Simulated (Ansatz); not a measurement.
Ansatz (an electronic-structure program) input:

Ansatz 0.2 input:
```yaml
crystal:
  periodic: [false, false, false]
  atoms:
    - {symbol: Mo, position_ang: [-0.00000000, -0.00000000, -0.03962015]}
    - {symbol: H, position_ang: [0.00000000, 0.00000000, 1.66404644]}
basis:
  gaussian:
    orbitals: def2-TZVP
hamiltonian:
  xc: b3lyp
  dispersion: d3bj
magnetization: {spin_polarized: true, initial_magnetization: 3}
phonons: {temperatures: {t_min: 298.15, t_max: 298.15, t_step: 100}}
```

Problem. Which total energy does the run end on?

Solution. -68.68622 Eh (B3LYP-D3(BJ)/def2-TZVP). The basis has 46 functions.

The spin state was set by rule; other spins were not relaxed.

The determinant is spin-contaminated: <S^2> is 4.71 against 3.75 for a pure state.
